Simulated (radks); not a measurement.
Values are calculated unless marked as measured or tabulated.
These are the eigenvalues of the occupied orbitals of an atom or ion with whole-number occupations (eV). Level of theory: non-relativistic Kohn-Sham, LDA (Slater exchange, VWN5 correlation), spin-polarised, spherical densities, point nucleus (a radial shooting solver on a logarithmic mesh with Libxc functionals).

| orbital | eigenvalue |
|---|---|
| 1s up | -9396.751 |
| 1s down | -9396.698 |
| 2s down | -1139.554 |
| 2s up | -1139.554 |
| 2p up | -1006.715 |
| 2p down | -1006.706 |
| 3s up | -134.0494 |
| 3s down | -134.0206 |
| 3p up | -91.8698 |
| 3p down | -91.8226 |
| 3d up | -20.4875 |
| 3d down | -20.2953 |
| 4s up | -14.4928 |

Which element is it, and in what charge state? The configuration may be excited. Open shells, if any, are filled with parallel spins first.

Answer. Z = 30, zinc, charge +1: Zn+ in [Ar] 3d10 4s1. The list shows which subshells hold electrons but not how many an open one holds; the 1s level, -345.32 hartree, gives Z - s = 26.3 by -(Z - s)^2/2, which with screening narrows Z to a few neighbours, and the depths of the outer levels then fix element, charge and occupations together.
